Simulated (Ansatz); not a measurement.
MoF₅H, SMILES [F][MoH]([F])([F])([F])[F], multiplicity 1. Atoms are numbered in the order given.

```xyz
7

Mo     0.0000     0.0000    -0.0532
F      0.0000     0.0000     1.8384
F      1.2814    -1.2814    -0.2442
F      1.2814     1.2814    -0.2442
F     -1.2814    -1.2814    -0.2442
F     -1.2814     1.2814    -0.2442
H      0.0000     0.0000    -1.7603
```
Charge 0, spin multiplicity 1.

Geometry optimised at B3LYP-D3(BJ)/def2-SVP. The spin state was assumed, not searched. The structure was generated by enumeration; whether it is a known compound was not checked. The def2 effective core potentials stand for the cores of Mo; spin–orbit coupling is left out.

Two levels are set side by side: PBE-D3(BJ)/def2-SVP (Ansatz, a first-principles code) and B3LYP-D3(BJ)/def2-SVP (Ansatz). Each level has its own optimised geometry; the coordinates shown are those of the second. Differences are taken from unrounded values.

| quantity | B3LYP-D3(BJ) | PBE-D3(BJ) | PBE-D3(BJ) minus B3LYP-D3(BJ) |
|---|---|---|---|
| mean bond length (Å) | 1.815 | 1.827 | 0.013 |
| bond Mo1–F2 (Å) | 1.892 | 1.905 | 0.013 |
| bond Mo1–F3 (Å) | 1.822 | 1.834 | 0.012 |
| bond Mo1–F4 (Å) | 1.822 | 1.834 | 0.012 |
| bond Mo1–F5 (Å) | 1.822 | 1.834 | 0.012 |
| bond Mo1–F6 (Å) | 1.822 | 1.834 | 0.012 |
| bond Mo1–H7 (Å) | 1.707 | 1.723 | 0.016 |

Exact exchange shortens and stiffens bonds; PBE has none. Differences between two approximate levels are no errors against the true value.
